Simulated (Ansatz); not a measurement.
Cl5Nb, charge +1, quartet, geometry from GFN2-xTB of the parent state (such geometries of metal compounds can be far from the true shape) (the multiplicity is a formal guess) (core potentials on Nb); BLYP/def2-SVP in Ansatz (an electronic-structure program).

Input for Ansatz:
Ansatz 0.2 input:
```yaml
crystal:
  periodic: [false, false, false]
  atoms:
    - {symbol: Nb, position_ang: [0.02729002, 0.16592046, -0.13871072]}
    - {symbol: Cl, position_ang: [1.97824464, -0.18680081, -1.05168105]}
    - {symbol: Cl, position_ang: [0.62431961, -1.30473457, 1.84570697]}
    - {symbol: Cl, position_ang: [-1.22195116, 0.76817675, -1.85553039]}
    - {symbol: Cl, position_ang: [-1.47094980, -1.62636147, 0.27666815]}
    - {symbol: Cl, position_ang: [0.02451960, 1.94955898, 1.11937393]}
basis:
  gaussian:
    orbitals: def2-SVP
hamiltonian:
  xc: blyp
total_charge: 1
magnetization: {spin_polarized: false, initial_magnetization: 3}
```

The log (banner, timings and long lists left out):

```
Functional definition: BLYP
1252 factors; their error is unknown
mean field evaluation 1: about -64131.2319 eV, gradient 4.6e1 eV
mean field evaluation 2: about -64071.6722 eV, gradient 1.2e2 eV
mean field evaluation 4: about -64133.2370 eV, gradient 3.0e1 eV
mean field evaluation 8: about -64136.4828 eV, gradient 1.5e1 eV
mean field evaluation 16: about -64137.5537 eV, gradient 5.0e0 eV
mean field evaluation 32: about -64137.7022 eV, gradient 1.9e-3 eV
mean field evaluation 64: about -64074.8140 eV, gradient 1.6e2 eV
mean field evaluation 96: about -64137.4918 eV, gradient 6.8e-5 eV
mean field evaluation 128: about -64137.5203 eV, gradient 1.6e0 eV
mean field evaluation 160: about -64137.5018 eV, gradient 1.6e0 eV
mean field evaluation 192: about -64137.0703 eV, gradient 1.0e1 eV
mean field evaluation 224: about -64137.1633 eV, gradient 7.0e0 eV
mean field evaluation 256: about -64137.6165 eV, gradient 5.8e-2 eV
mean field evaluation 288: about -64127.5214 eV, gradient 4.8e1 eV
mean field evaluation 320: about -64135.1147 eV, gradient 5.7e0 eV
mean field -64137.70217453 eV, -2357.0170808179 hartree, gradient 9.8e-7 eV, S^2 3.750000; 19 other end points of the search recorded, 0 dependent functions left out
reference -64137.70260509 eV, -2357.0170966408 hartree; 50, 47 occupied and 71, 74 virtual orbitals, 1252 factors
Total energy: -64137.70260509 eV, -2357.0170966408 hartree
```
